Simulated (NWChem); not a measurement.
System meant: C₂H₃AuN, doublet; SMILES [N+](#[C-]->[Au])C

The following NWChem deck was run.

```
start job
memory heap 200 mb stack 900 mb global 1100 mb
geometry units angstroms noautoz
  Au    -0.139686     0.848636     0.000000
  C     -0.094944    -3.594878     0.000000
  N      0.238324    -2.230138     0.000000
  C      0.486559    -1.084211     0.000000
  H     -0.688117    -3.837162     0.894296
  H      0.816229    -4.211785     0.000000
  H     -0.688117    -3.837162    -0.894296
end
basis spherical
  * library def2-svp
end
dft
  odft
  mult 2
  xc pbe0
  iterations 150
  mulliken
end
task dft energy
```

End of the output:

```
          Convergence Information
          -----------------------
          Convergence aids based upon iterative change in
          total energy or number of iterations.
          Levelshifting, if invoked, occurs when the
          HOMO/LUMO gap drops below (HL_TOL):  1.00D-02
          DIIS, if invoked, will attempt to extrapolate
          using up to (NFOCK): 10 stored Fock matrices.

                    Damping( 0%)  Levelshifting(0.5)       DIIS
                  --------------- ------------------- ---------------
          dE  on:    start            ASAP                start
          dE off:    2 iters        150 iters           150 iters

      Screening Tolerance Information
      -------------------------------
          Density screening/tol_rho:  1.00D-10
          AO Gaussian exp screening on grid/accAOfunc:  14
          CD Gaussian exp screening on grid/accCDfunc:  20
          XC Gaussian exp screening on grid/accXCfunc:  20
          Schwarz screening/accCoul:  1.00D-08

      Superposition of Atomic Density Guess
      -------------------------------------

      charge =      79.0 Au (Gold)

      symmetry species            s     p     d     f
      number of basis functions = 7     6     5     1
      number of cont. functions = 6     3     2     1
      number of closed shells   = 6     4     2     1
      number of open shells     = 0     0     1     0
      open shell occupation     = 0     0     9     0
 ------------------------------------------------------------------------
 atomscf:atomd: error in atom scf                   0
 ------------------------------------------------------------------------
 ------------------------------------------------------------------------
  current input line :
    22: task dft energy
 ------------------------------------------------------------------------
 ------------------------------------------------------------------------
 This error has not yet been assigned to a category
 ------------------------------------------------------------------------
 For more information see the NWChem manual at https://nwchemgit.github.io

0:atomscf:atomd: error in atom scf:Received an Error in Communication
```

Task: Can this run be used? If not, why, and what is the fix?

Result: The program stopped with an error. Cause: the def2 basis of a heavy element holds valence functions alone and wants its effective core potential (without it all electrons must fit into that basis). This input runs:
```
start job
memory heap 200 mb stack 900 mb global 1100 mb
geometry units angstroms noautoz
  Au    -0.139686     0.848636     0.000000
  C     -0.094944    -3.594878     0.000000
  N      0.238324    -2.230138     0.000000
  C      0.486559    -1.084211     0.000000
  H     -0.688117    -3.837162     0.894296
  H      0.816229    -4.211785     0.000000
  H     -0.688117    -3.837162    -0.894296
end
basis spherical
  Au library def2-svp
  C library def2-svp
  N library def2-svp
  H library def2-svp
end
ecp
  Au library def2-ecp
end
dft
  odft
  mult 2
  xc pbe0
  iterations 150
  mulliken
end
task dft energy
```
It converges to -268.18125 Ha (PBE0/def2-SVP with def2 effective core potentials on Au, spin-unrestricted).
